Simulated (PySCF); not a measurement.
Species: C6H13O, net charge 0, doublet state. It need not be the lowest isomer of its formula. SMILES: C(C[CH]CO)CC
Coordinates optimised at B3LYP-D3(BJ)/def2-TZVP (Ansatz):
```xyz
20

C      3.5331    -0.0359     0.6736
C      2.3546    -0.7256    -0.0076
C      1.0874     0.1250    -0.0103
C     -0.1047    -0.5756    -0.6985
C     -1.3438     0.2445    -0.7220
C     -2.2207     0.3793     0.4666
O     -3.5877     0.6251     0.1309
H      3.7808     0.9036     0.1739
H      3.3035     0.1959     1.7164
H      4.4252    -0.6647     0.6613
H      2.6212    -0.9753    -1.0397
H      2.1472    -1.6776     0.4918
H      1.2830     1.0761    -0.5154
H      0.8123     0.3747     1.0193
H     -0.2933    -1.5191    -0.1725
H      0.1925    -0.8358    -1.7189
H     -1.5037     0.9488    -1.5320
H     -1.9322     1.2385     1.0870
H     -2.1271    -0.5119     1.1044
H     -3.8441    -0.0249    -0.5334
```
Charge 0, spin multiplicity 2.

Dispersion corrections to the total energy (kcal/mol) from the dftd3 and dftd4 libraries through PySCF: D3(BJ) without and D4 with the three-body term, each with the damping fitted for the functional named.

```tsv
functional	D3(BJ)	D4
BP86	-14.03	-11.22
TPSS	___	-11.66
B2GP-PLYP	-4.85	___
LC-wPBE	-8.54	-9.48
CAM-B3LYP	-7.00	-7.26
PBE	-9.58	-8.66
B3LYP	-15.72	___
```

Question: Some entries are withheld; supply them.

Answer: 
- TPSS, D3(BJ): -11.79
- B2GP-PLYP, D4: -3.66
- B3LYP, D4: -13.61
